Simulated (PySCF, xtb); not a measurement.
Sb(TeH)3 (H3SbTe3), SMILES [TeH][Sb]([TeH])[TeH].

Harmonic wavenumbers (cm⁻¹) from GFN2-xTB run with xtb at its own minimum, in rising order: 39, 50, 68, 87, 94, 127, 186, 198, 207, 514, 524, 571, 1907, 1924, 1933.

Problem. What does PBE0-D3(BJ)/def2-SVP in PySCF give at its own minimum? (The exact figures need the calculation; the answer reports its results.)

Solution. 30, 46, 61, 99, 146, 181, 185, 188, 193, 520, 537, 587, 2122, 2135, 2136. Paired by order, the mean absolute difference is 55 cm⁻¹ and the zero-point energies are 12.0 and 13.1 kcal/mol.
